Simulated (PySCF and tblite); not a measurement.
Values are calculated unless marked as measured or tabulated.
System: C7H11N, numbered as in [CH:1]#[C:2][C@@:3]1([CH3:4])[NH:5][CH2:6][C@@H:7]1[CH3:8].

Motion: pyramidal inversion at N5. GFN2-xTB gives an electronic barrier of 5.5 kcal/mol and a reaction energy of 0.9 kcal/mol.

(1) What does CAM-B3LYP/pcSseg-1 + D3(BJ) give on GFN2-xTB geometries?

Programs: tblite and PySCF.

Answers

(1) A barrier of 5.8 kcal/mol, 0.3 above the tight-binding barrier (from unrounded values), a reaction energy of 1.1 kcal/mol and, with GFN2-xTB thermal terms, ΔG‡(298 K) = 4.7 kcal/mol and k = 2.1×10⁹ s⁻¹ (1 equivalent path).
